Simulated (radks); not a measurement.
Effect of the nuclear size on the silver ion Ag14+, [Ar] 3d10 4s2 4p3. Method: Dirac Kohn-Sham, BLYP, spin-unpolarised, spherical densities, finite nucleus; open shells are shared between the two j in proportion to 2j + 1; Fermi nuclear charge, rms radius 4.5454 fm; computed with a radial shooting solver on a logarithmic mesh with Libxc functionals. The rms radius is varied about that value; shifts are against it.

| rms radius (fm) | total energy shift (eV) | density at nucleus (e/bohr^3) | 1s1/2 shift (meV) | 2s1/2 shift (meV) | 3p1/2 shift (meV) | 4s1/2 shift (meV) | 4p1/2 shift (meV) | 4p3/2 shift (meV) | 5s1/2 (empty) shift (meV) |
|---|---|---|---|---|---|---|---|---|---|
| 4.0681 | -0.563 | 1.482e+05 | -236 | -26.4 | 0.364 | -1.16 | 0.110 | 0.131 | -0.425 |
| 4.309 | -0.285 | 1.47e+05 | -120 | -13.4 | 0.185 | -0.590 | 0.056 | 0.067 | -0.216 |
| 4.5454 | 0 | 1.46e+05 | 0.000 | 0.000 | 0.000 | 0.000 | 0.000 | 0.000 | 0.000 |
| 4.959 | 0.531 | 1.442e+05 | 223 | 24.9 | -0.344 | 1.10 | -0.104 | -0.124 | 0.401 |
| 5.1454 | 0.783 | 1.435e+05 | 329 | 36.7 | -0.507 | 1.62 | -0.153 | -0.183 | 0.591 |

Slopes of the eigenvalues against <r^2> in GHz/fm^2, as finite differences over the two radii next to the reference (eigenvalue slopes, not the field-shift constants of lines): 1s1/2 13800, 2s1/2 1540, 3p1/2 -21.2, 4s1/2 67.7, 4p1/2 -6.39, 4p3/2 -7.65, 5s1/2 (empty) 24.7.
